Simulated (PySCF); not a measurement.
Compound: (HAlNH)4 cubane, Al₄H₈N₄.
Z-matrix (Å and degrees, PBE0-D3(BJ)/def2-SVP geometry), rows numbered from 1:
```
Al
H   1  1.5841
N   1  1.9336  2  125.51
Al  3  1.9342  1   90.57  2  -134.73
H   4  1.5840  3  125.60  1   134.77
N   1  1.9338  2  125.69  3  -119.87
Al  6  1.9338  1   90.55  2  -134.89
H   7  1.5841  6  125.72  1   134.89
N   7  1.9336  6   89.46  1    -0.51
Al  3  1.9339  1   90.52  2   134.70
H  10  1.5839  3  125.66  1  -134.73
N   4  1.9332  3   89.44  1   -90.00
H   3  1.0161  1  124.79  2     0.05
H   6  1.0162  1  124.93  2    -0.16
H   9  1.0162  1  124.92  2     0.15
H  12  1.0162  4  124.91  3  -135.35
```

The closed-shell ground state was solved at several levels (PySCF, density fitting, gas phase, non-relativistic). The dipole stays under 0.02 D at every level.

| level | basis functions | total energy (Eh) | HOMO (eV) | LUMO (eV) | gap (eV) |
| --- | --- | --- | --- | --- | --- |
| B3LYP/pcSseg-1 (pcSseg-2 on Al) | 280 | -1194.0623 | -7.69 | -0.24 | 7.45 |
| PBE0/pcSseg-1 (pcSseg-2 on Al) | 280 | -1193.2639 | -7.97 | -0.06 | 7.91 |
| PBE/pcSseg-1 (pcSseg-2 on Al) | 280 | -1193.1551 | -6.63 | -0.75 | 5.88 |

(1) Estimate the row for wB97X-D/def2-SVPD, a basis of 240 functions; the other rows only guide the guess.

(2) Over all these levels, which gives the widest orbital gap and which the narrowest?

(3) In the pcSseg-1 (pcSseg-2 on Al) basis, how does the gap go with the fixed share of exact exchange?

Results:

(1) Total energy -1193.3805 Eh, HOMO -9.84 eV, LUMO 1.41 eV, gap 11.25 eV.

(2) wB97X-D/def2-SVPD (range-separated hybrid) has the widest, 11.25 eV, and PBE/pcSseg-1 (pcSseg-2 on Al) (GGA) the narrowest, 5.88 eV. Functional and basis both differ between the two, so the spread mixes both effects.

(3) PBE (0 %) 5.88 eV; B3LYP (20 %) 7.45 eV; PBE0 (25 %) 7.91 eV. Each rise in the share widens the gap here.

One conformer stands for the species.

wB97X-D is run here without its empirical dispersion term; that term would change no orbital, density or response property at a fixed geometry.
